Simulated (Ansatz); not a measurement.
Geometry optimisation, Ansatz 0.2.0, RKS PBE0/def2-TZVP.

input.yaml

```yaml
crystal:
  periodic: [false, false, false]
  atoms:
    - { symbol: Ge, position_ang: [-0.501725, 0.0, -0.441192] }
    - { symbol: H, position_ang: [0.203653, 0.0, 2.232457] }
    - { symbol: H, position_ang: [0.742352, 0.0, 0.442613] }
    - { symbol: H, position_ang: [-0.56455, 1.267845, -1.296915] }
    - { symbol: H, position_ang: [-0.56455, -1.267845, -1.296915] }
    - { symbol: Cl, position_ang: [-2.284362, 0.0, 0.844138] }
    - { symbol: H, position_ang: [-0.400918, 0.0, 2.604214] }
basis:
  gaussian: { orbitals: def2-TZVP }
hamiltonian:
  xc: pbe0
relax:
  f_tol: 0.03
  max_steps: 50
```

Command:

```bash
$ ansatz run input.yaml --threads 4 --pin off --max-ram 5120MiB --backend cpu --events-out ev --progress --plain --runs-dir out
```

Question: Where does it end, and by what steps?

Answer: It converged. The force dipped under the threshold on the way, but the program's further checks kept it going. After 9 steps the energy has fallen by 0.265 eV; H2 moved furthest, 1.21 Å.

| step | energy less start (eV) | largest force component (eV/Å) | accepted |
| --- | --- | --- | --- |
| 0 | 0.0000 | 1.356 | yes |
| 1 | -0.1528 | 0.214 | yes |
| 2 | -0.2127 | 0.150 | yes |
| 3 | -0.2424 | 0.084 | yes |
| 4 | -0.2554 | 0.040 | yes |
| 5 | -0.2591 | 0.153 | yes |
| 6 | -0.2609 | 0.262 | yes |
| 7 | -0.2644 | 0.063 | yes |
| 8 | -0.2647 | 0.006 | yes |
| 9 | -0.2649 | 0.024 | yes |

```xyz
7
Properties=species:S:1:pos:R:3
Ge -0.577 0.000 -0.778
H 0.392 0.000 3.429
H 0.690 0.000 0.084
H -0.686 1.268 -1.630
H -0.686 -1.268 -1.630
Cl -2.259 0.000 0.573
H -0.246 0.000 3.040
```

Whether the end is a true minimum wasn't checked by a vibrational analysis.

The run took 9.2 s on 4 threads of Arm Neoverse V2, with other jobs on the host, peak memory 0.22 GiB.
